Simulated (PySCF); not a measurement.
Two species compared at the same levels of theory.

First species: C5H7FN2Si.
InChI=1S/C5H7FN2Si/c6-5(3-8)4(1-7)2-9-5/h2H,3,8-9H2/t5-/m1/s1

Second species: C5H7FN2Si.
SMILES with atom numbers: `[CH3:1][c:2]1[cH:3][c:4]([F:5])[c:6]([SiH3:7])[n:8][n:9]1` (hydrogens: H10, H11, H12 on C1; H13 on C3; H14, H15, H16 on Si7)

Levels: PBE0/def2-SVPD for dipole moment, HOMO energy, LUMO energy, HOMO–LUMO gap, static isotropic polarisability and electronic spatial extent ⟨r²⟩ about the centre of nuclear charge; TDDFT PBE0/def2-SVPD for lowest singlet excitation; TDA PBE0/def2-SVPD for lowest triplet excitation (Tamm–Dancoff); GFN2-xTB for rotational constant A and rotational constant C. Geometries: GFN2-xTB. All species are isolated and taken at one optimised geometry, non-relativistic unless stated. Electronic properties by PySCF.

Dipoles, sizes and rotational constants follow the conformer. The torsions of the flexible species, by atom-mapped SMILES:
- `[N:1]#[C:2][C:3]1=[CH:4][SiH2:5][C@:6]1([F:7])[CH2:8][NH2:9]`: Si5–C6–C8–N9 -34°, H–N9–C8–C6 165°, H–N9–C8–C6 -75°

```
                                                         property    column X    column Y
                                                    dipole moment      4.49 D      2.84 D
                                                      HOMO energy    -7.66 eV    -6.76 eV
                                                      LUMO energy    -2.02 eV    -1.60 eV
                                                    HOMO–LUMO gap     5.64 eV     5.16 eV
                                        lowest singlet excitation     4.53 eV     3.45 eV
                         lowest triplet excitation (Tamm–Dancoff)     3.61 eV     2.70 eV
                                  static isotropic polarisability     96.2 au     99.5 au
electronic spatial extent ⟨r²⟩ about the centre of nuclear charge  1277 bohr²  1529 bohr²
                                            rotational constant A   1.824 GHz   2.815 GHz
                                            rotational constant C   1.079 GHz   0.727 GHz
```

(1) Which column belongs to which species?

(2) How does each property change from the first species to the second?

Results:

(1) Column X is the first species and column Y the second. The first has 16 atoms and 74 electrons, the second 16 and 74.

(2) dipole moment -1.65 D; HOMO energy +0.90 eV; LUMO energy +0.42 eV; HOMO–LUMO gap -0.48 eV; lowest singlet excitation -1.08 eV; lowest triplet excitation (Tamm–Dancoff) -0.91 eV; static isotropic polarisability +3.3 au; electronic spatial extent ⟨r²⟩ about the centre of nuclear charge +252 bohr²; rotational constant A +0.991 GHz; rotational constant C -0.352 GHz.

On the first: No computed singlet falls in the visible range (750 to 380 nm, 1.65 to 3.26 eV); S1 lies 1.27 eV above its blue end. The polarisability is 14.26 Å³ as a volume (1 au = 0.148185 Å³), or 1.30 au for each of the 74 electrons.

On the second: The vertical singlet–triplet gap S1 − T1 is 0.75 eV (TDDFT singlet less Tamm–Dancoff triplet; S1: HOMO→LUMO, weight 0.99; T1: HOMO→LUMO, weight 0.91). The 8 singlets span 3.45 to 6.61 eV, and their oscillator strengths add up to 0.18.
